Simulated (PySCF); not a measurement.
# Does the structure fit the spectrum?

A compound C7H8F2 gives the data below (simulated from a calculation) and was assigned the structure `C/C(F)=C1/CC/C1=C/F`.

13C{1H} NMR (computed): δ 138.2 (C), 137.3 (CH), 131.1 (CH), 129.7 (CH), 120.4 (CH), 26.1 (CH2), 23.8 (CH2).

1H NMR (400 MHz, computed): δ 6.70 (m, 1H), 6.41 (m, 1H), 6.34 (m, 1H), 6.21 (m, 1H), 2.35 (m, 2H), 2.19 (m, 2H).

[PySCF 2.14.0 with density-fitted response routines: σ from GIAO-PBE0/pcSseg-1; GFN2-xTB structure; relativity neglected; in vacuum; rapidly exchanging positions averaged; one computed conformer]

Referencing at the same level of theory: 1H and 13C vs TMS.

Problem. Compare with the shifts computed for the proposed structure, pairing carbons in order of shift.

Solution. Structure with atom numbers: `[CH3:1]/[C:2]([F:3])=[C:4]1/[CH2:5][CH2:6]/[C:7]1=[CH:8]/[F:9]`. Each H is labelled by its parent atom.

```tsv
atom	computed for proposal	given list	difference
C2	168.1	138.2	+29.9
C8	151.1	137.3	+13.8
C7	123.2	131.1	-7.9
C4	118.4	129.7	-11.3
C5	24.3	120.4	-96.1
C6	22.1	26.1	-4.0
C1	19.5	23.8	-4.3
```

The rms difference is 38.8 ppm and the largest -96.1 ppm at C5 (allylic sp3 CH2). The carbon types in order of shift don't match either: C, CH, C, C, CH2, CH2, CH3 for the proposal against C, CH, CH, CH, CH, CH2, CH2 in the data. The proposal doesn't fit.

Problem. Which isomer fits?

Solution. `C(F)(F)C1=CC=CCC1`.

1. Carbon types of the structure: 1 × C, 4 × CH, 2 × CH2, which accounts for all hydrogens.
2. δC 138.2: fully substituted alkene carbon; as expected for a trigonal carbon in a double bond.
3. δC 137.3, 131.1, 129.7: alkene CH; the olefinic region.
4. δC 120.4: allylic sp3 CH bonded to 2 F; 2 electronegative neighbours deshield it.
5. δC 26.1, 23.8: allylic sp3 CH2; aliphatic region, no heteroatom directly attached.

This is the structure that produced the data.

Splittings by 19F in the carbon and heteronuclear signals aren't shown, as no couplings were computed. Shifts are as computed. Against solution values, carbons near 30 ppm lie about +3 ppm off and those near 130 ppm about +5 ppm. Of 1211 compounds with measured shifts, 218 miss one by over three times the rms of a fit or turn the order of signals round; such compounds aren't used in these exercises. Multiplicities follow the n + 1 count of equivalent neighbours, as no J values were calculated; m marks all less simple cases, F and P coupling included.
